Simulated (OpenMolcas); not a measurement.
S II.

```json
{
 "Program": "OpenMolcas",
 "Basis": "ANO-RCC-VTZP [5s4p2d1f]",
 "Scalar Hamiltonian": "DKH2, point nucleus",
 "Active space": "5 electrons in 4 orbitals (3s 3p)",
 "State averaging": "2S+1 = 4 odd, 1 root; 2S+1 = 2 odd, 8 roots; 2S+1 = 4 even, 3 roots; 2S+1 = 2 even, 9 roots",
 "Spin-orbit coupling": "RASSI with atomic mean-field integrals over the reference wave functions, term energies averaged over their components"
}
```

Two sets of levels on these reference wave functions, in cm-1 above 3s2 3p3 4S* 3/2: one from CASSCF and one from SS-CASPT2, IPEA 0.25 Eh, imaginary shift 0.1 Eh (closed shells correlated: 2s 2p).

| Level | Set 1 | Set 2 |
| --- | --- | --- |
| 3s2 3p3 4S* 3/2 | 0.0 | 0.0 |
| 3s2 3p3 2D* 3/2 | 19200 | 15660 |
| 3s2 3p3 2D* 5/2 | 19230 | 15680 |
| 3s2 3p3 2P* 1/2 | 26240 | 25130 |
| 3s2 3p3 2P* 3/2 | 26270 | 25140 |
| 3s 3p4 4P 5/2 | 86510 | 83020 |
| 3s 3p4 4P 3/2 | 86870 | 83390 |
| 3s 3p4 4P 1/2 | 87090 | 83600 |
| 3s 3p4 2D 3/2 | 124370 | 109830 |
| 3s 3p4 2D 5/2 | 124380 | 109840 |
| 3s 3p4 2S 1/2 | 143310 | 134450 |
| 3s 3p4 2P 3/2 | 160660 | 145810 |
| 3s 3p4 2P 1/2 | 161090 | 146240 |

**Question.** Which set is which?

**Answer.** Set 2 is SS-CASPT2. Its levels of the other terms of 3s2 3p3 lie at 0.82 to 0.96 of the other set's values, as expected, since terms of lower spin or lower L gain more correlation energy than the Hund ground term. Against 10 measured levels (NIST Handbook of Basic Atomic Spectroscopic Data) the mean absolute deviation is 5200 cm-1 with it and 11000 cm-1 without; single levels miss by up to 15000 cm-1 with it.

CASPT2 breaks the degeneracy within a term, and the mean is taken; among the terms shown or strongly mixed into the levels shown the widest spread is 880 cm-1 (3s 3p4 2D, SS-CASPT2). Over all roots computed the reference weight is 0.88 to 0.96 in SS-CASPT2; the roots of lowest weight are the least certain, and an intruder state may touch them. Terms of s pⁿ other than that of highest spin mix with s² pⁿ⁻² d, which this space lacks; all of them can be thousands of cm-1 off, and some have no real level of that name. Without dynamic correlation excited terms often stand tens of per cent too high (terms of higher spin than the ground term too low), and those without a measured partner can miss by more than the paired ones (holds for CASSCF). Computed and measured levels are paired by configuration, term and J; levels that our copy of the source lacks, or whose pairing is in doubt (as where it misses far off the trend of its configuration), stay unpaired and out of the deviations. Only configurations of the active space appear.

* marks odd parity.
